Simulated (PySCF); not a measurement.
PySCF input for GaCl, SMILES [Cl][Ga] (connectivity only; charge and spin as stated), neutral, multiplicity 1, PBE0-D3(BJ)/def2-TZVP. Geometry optimised at PBE0-D3(BJ)/def2-TZVP.

```python
import numpy as np
from pyscf import gto, scf, dft, df
from pyscf.hessian import thermo

mol = gto.M(
    atom='''
    Ga    0.00000000    0.00000000   -0.78469183
    Cl    0.00000000    0.00000000    1.43090863
    ''',
    basis='def2-TZVP',
    charge=0,
    spin=0,
    max_memory=1600,
    verbose=3,
)
mf = dft.RKS(mol, xc='pbe0').density_fit(auxbasis='def2-universal-jkfit')
mf.disp = 'd3bj'
mf.grids.level = 3
mf.conv_tol = 1e-11
mf.max_cycle = 100
mf.kernel()

# [left out here: the lines that compute and print the analytic Hessian (its translational invariance restored by hand, since the grid's response is missing), thermochemistry and intensities]
```

Program output:

```
converged SCF energy = -2384.7287449183

WARN: DFTD3 does not support analytical Hessian, using finite difference


WARN: Mole.unit (angstrom) is changed to Bohr

Mode                                 0
Irrep
Freq [cm^-1]                      364.4010
Reduced mass [au]                  42.4900
Force const [Dyne/A]                3.3243
Char temp [K]                     524.2919
Normal mode                   x     y     z
       0  Ga                 0.00  0.00 -0.07
       1  Cl                 0.00  0.00  0.14
temperature 298.1500 [K]
pressure 101325.00 [Pa]
Rotational constants [GHz] inf 4.38073 4.38073
Symmetry number 1
Zero-point energy (ZPE) 0.00083 [Eh]   2179.602 [J/mol]
                           tot       elec      trans        rot        vib
Entropy [J/mol/K]       240.078      0.000    166.809     68.653      4.616
Cv [J/mol/K]             27.253      0.000     12.472      8.314      6.467
Cp [J/mol/K]             35.567      0.000     20.786      8.314      6.467
Internal energy [J/mol]                      3718.434   2478.956   3087.083
Internal energy [Eh]   -2384.72521  -2384.72874
Enthalpy [J/mol]                             6197.391   2478.956   3087.083
Enthalpy [Eh]          -2384.72426
Gibbs free energy [J/mol]                  -43536.744 -17990.017   1710.802
Gibbs free energy [Eh] -2384.75153
mode   freq/cm-1   IR/(km/mol)
   1      364.40        94.613
max |gradient| / (hartree/bohr): 4.3487836038545555e-05
APT charges: [ 0.6508 -0.6508]
```

Self-consistency was reached.
